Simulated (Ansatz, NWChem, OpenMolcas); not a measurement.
# A ladder of methods for InCNClF (SMILES N#[C][In]([F])[Cl])

InCNClF has 5 atoms, charge 0, and is taken as a singlet. As SMILES, `N#[C][In]([F])[Cl]`. The shape is that of a PBE0-D4/def2-TZVP optimisation.

```xyz
5

N    -1.3926    1.4514    1.6488
C    -0.7819    0.7844    0.9349
In    0.3304   -0.3896   -0.3764
F     0.4344   -2.2809   -0.0397
Cl    1.4597    0.3610   -2.2091
```

Quantity: the energy change with the N1–C2 bond stretched from 1.152 to 1.498 Å, in eV. The values are calculated.

| level | kind | program | value (eV) | less CCSD(T)/def2-SVP | CPU time (all runs) |
| --- | --- | --- | --- | --- | --- |
| SVWN5/def2-SVP (core potential) (restricted) | LDA | OpenMolcas | 3.31 | +0.31 | 32 s |
| PBE/def2-SVP (core potential) (restricted) | GGA | NWChem | 3.08 | +0.08 | 68 s |
| TPSS/def2-SVP (core potential) (restricted) | meta-GGA | OpenMolcas | 3.17 | +0.17 | 69 s |
| r2SCAN/def2-SVP (core potential) (restricted) | meta-GGA | OpenMolcas | 3.41 | +0.41 | 51 s |
| BHLYP/def2-SVP (core potential) (restricted) | global hybrid | Ansatz | 4.26 | +1.26 | 33 s |
| CAM-B3LYP/def2-SVP (core potential) (restricted) | range-separated hybrid | Ansatz | 3.89 | +0.89 | 32 s |
| PBE-QIDH/def2-SVP (core potential) (restricted) | double hybrid | Ansatz | 3.41 | +0.41 | 46 s |
| RPA@PBE0/def2-SVP (core potential) (restricted) | RPA | Ansatz | 3.23 | +0.23 | 55 s |
| CCSD(T)/def2-SVP (core potential) (restricted) | coupled cluster or CI | Ansatz | 3.00 | 0.00 | 1.9 min |
| CCSD/def2-SVP (core potential) (restricted) | coupled cluster or CI | Ansatz | 3.36 | +0.36 | 83 s |

Differences are taken from CCSD(T)/def2-SVP (core potential) (restricted) for orientation; it has basis-set and higher-order errors of its own. Its T1 diagnostic reaches 0.026, a sign that one reference may not serve. The first shape isn't each level's own minimum. The values span 3.00 to 4.26 eV. In the correlated wave-function rows the outer d shell of In is correlated, in sets not made for it. CPU times are rough (shared hosts, several kinds of processor and program).
